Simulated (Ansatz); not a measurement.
Process, species as SMILES: [Cl][Ge] (Cl-Ge) → Cl atom + Ge atom
B3LYP-D3(BJ)/def2-TZVP geometries, fixed; electronic energies without zero-point terms.
Largest species:
```
Ge
Cl 1 2.1967
```
Charge 0, spin multiplicity 2.

Basis-set convergence of the atomisation energy at HF with Ansatz (an electronic-structure program). All functions are spherical. Open shells are unrestricted. No added dispersion term, no relativity. Functions are those of the species that has most. Reference: the value in pcseg-4, 63.49 kcal/mol, itself unsure by roughly 0.11 kcal/mol (its mean distance from aug-pcseg-3, aug-cc-pV(Q+d)Z, cc-pV(5+d)Z). Deviations are taken from unrounded values.

```tsv
basis	functions	atomisation energy (kcal/mol)	minus reference (kcal/mol)
cc-pV(D+d)Z	50	59.96	-3.52
aug-cc-pV(D+d)Z	68	61.69	-1.80
cc-pV(T+d)Z	82	62.89	-0.60
aug-cc-pV(T+d)Z	114	63.13	-0.36
cc-pV(Q+d)Z	132	63.27	-0.22
aug-cc-pV(Q+d)Z	182	63.35	-0.14
cc-pV(5+d)Z	204	63.37	-0.12
```

The smallest set listed that lies within 1 kcal/mol of the reference with all its larger relatives (same family, alike in diffuse functions; a set with none counts only in the reference's own line) is cc-pV(T+d)Z (82 functions, -0.60 kcal/mol off).
